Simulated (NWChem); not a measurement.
System: CH$_{2}$InNO; SMILES O=C=[N][InH2]

The following NWChem deck was run.

```
start job
memory heap 200 mb stack 900 mb global 1100 mb
geometry units angstroms noautoz
  In     0.000422    -0.979597    -0.000382
  H      1.585468    -1.629096     0.000290
  H     -1.584624    -1.629224     0.000170
  N     -0.000078     1.066944    -0.002571
  C      0.000332     2.265742    -0.000529
  O      0.000159     3.440372     0.001450
end
basis spherical
  * library def2-svp
end
ecp
  In library def2-ecp
end
dft
  xc xpbe96 cpbe96
  iterations 150
  vectors input atomic output neutral.movecs
end
task dft energy
charge 1
dft
  odft
  mult 2
  vectors input atomic output cation.movecs
end
task dft energy
```

Output (shortened):

```
             Northwest Computational Chemistry Package (NWChem) 7.3.0
             --------------------------------------------------------

 C2V symmetry detected

                             Geometry "geometry" -> ""
                             -------------------------

 Output coordinates in angstroms (scale by  1.889725989 to convert to a.u.)

  No.       Tag          Charge          X              Y              Z
 ---- ---------------- ---------- -------------- -------------- --------------
    1 In                  49.0000     0.00000000     0.00000000    -0.94247842
    2 H                    1.0000     0.00000000     1.58504600    -1.59204131
    3 H                    1.0000     0.00000000    -1.58504600    -1.59204131
    4 N                    7.0000     0.00000000     0.00000000     1.10406223
    5 C                    6.0000     0.00000000     0.00000000     2.30286051
    6 O                    8.0000     0.00000000     0.00000000     3.47749083

 Effective nuclear repulsion energy (a.u.)     272.1248446442

      Symmetry information
      --------------------

 Group name             C2v
 Group number             16
 Group order               4
 No. of unique centers     5

 Summary of "ao basis" -> "ao basis" (spherical)
 ------------------------------------------------------------------------------
       Tag                 Description            Shells   Functions and Types
 ---------------- ------------------------------  ------  ---------------------
 In                         def2-svp                10       26   4s4p2d
 H                          def2-svp                 3        5   2s1p
 N                          def2-svp                 6       14   3s2p1d
 C                          def2-svp                 6       14   3s2p1d
 O                          def2-svp                 6       14   3s2p1d

      Symmetry analysis of basis
      --------------------------

        a1         37
        a2          6
        b1         16
        b2         19

            General Information
            -------------------
          SCF calculation type: DFT
          Wavefunction type:  closed shell.
          No. of atoms     :     6
          No. of electrons :    44
           Alpha electrons :    22
            Beta electrons :    22
          Charge           :     0
          Spin multiplicity:     1
          Use of symmetry is: on ; symmetry adaption is: on
          Maximum number of iterations: 150
          AO basis - number of functions:    78
                     number of shells:    34
          Convergence on energy requested:  1.00D-06
          Convergence on density requested:  1.00D-05
          Convergence on gradient requested:  5.00D-04

              XC Information
              --------------
          PerdewBurkeErnzerhof Exchange Functional  1.000
            Perdew 1991 LDA Correlation Functional  1.000 local
           PerdewBurkeErnz. Correlation Functional  1.000 non-local

             Grid Information
             ----------------
          Grid used for XC integration:  medium
          Radial quadrature: Mura-Knowles
          Angular quadrature: Lebedev.
          Tag              B.-S. Rad. Rad. Pts. Rad. Cut. Ang. Pts.
          ---              ---------- --------- --------- ---------
          In                  1.55      123          10.0       590
          H                   0.35       45          11.0       434
          N                   0.65       49           9.0       434
          C                   0.70       49          11.0       434
          O                   0.60       49          13.0       434
          Grid pruning is: on
          Number of quadrature shells:   315
          Spatial weights used:  Erf1

      Superposition of Atomic Density Guess
      -------------------------------------

 Sum of atomic energies:        -385.60900591

      Non-variational initial energy
      ------------------------------

 Total energy =    -358.077469
 1-e energy   =    -860.908098
 2-e energy   =     352.897340
 HOMO         =      -0.330222
 LUMO         =      -0.011272

      Symmetry analysis of molecular orbitals - initial
      -------------------------------------------------

  Numbering of irreducible representations:

     1 a1          2 a2          3 b1          4 b2

  Orbital symmetries:

     1 a1          2 a1          3 a1          4 a1          5 b2
     6 a1          7 b1          8 a1          9 a1         10 a1
    11 b2         12 a1         13 a2         14 b1         15 a1
    16 a1         17 b2         18 b1         19 a1         20 b2
    21 b1         22 b2         23 b1         24 a1         25 a1
    26 b2         27 b1         28 b2         29 a1         30 a1
    31 b1         32 a1

   convergence    iter        energy       DeltaE   RMS-Dens  Diis-err
 ---------------- ----- ----------------- --------- --------- ---------
 d= 0,ls=0.0,diis     1   -358.9904637669 -5.09D+02  2.39D-02  8.66D-01
 d= 0,ls=0.0,diis     2   -358.6365986055  3.54D-01  1.53D-02  4.41D+00
 d= 0,ls=0.0,diis     3   -359.0806245667 -4.44D-01  5.60D-03  2.24D-01
 d= 0,ls=0.0,diis     4   -359.0835871578 -2.96D-03  3.24D-03  1.87D-01
 d= 0,ls=0.0,diis     5   -359.1033265480 -1.97D-02  9.60D-04  8.23D-03
  Resetting Diis
 d= 0,ls=0.0,diis     6   -359.1043358293 -1.01D-03  3.02D-04  4.55D-04
 d= 0,ls=0.0,diis     7   -359.1044185246 -8.27D-05  1.43D-04  1.96D-05
 d= 0,ls=0.0,diis     8   -359.1044055424  1.30D-05  9.35D-05  1.33D-04
 d= 0,ls=0.0,diis     9   -359.1044202356 -1.47D-05  2.66D-05  8.98D-06
 d= 0,ls=0.0,diis    10   -359.1044211553 -9.20D-07  3.36D-06  1.29D-07

         Total DFT energy =     -359.104421155298
      One electron energy =     -862.661917631959
           Coulomb energy =      391.753893383022
    Exchange-Corr. energy =      -38.129685598583
 Nuclear repulsion energy =      149.933288692222

 Numeric. integr. density =       44.000003745584

[...]
```

Level: PBE/def2-SVP with def2 effective core potentials on In, vertical spin-unrestricted ions. The geometry was optimised at PBE0/def2-SVP. No frequency run checked for a minimum. def2 effective core potentials on In; no spin-orbit coupling.
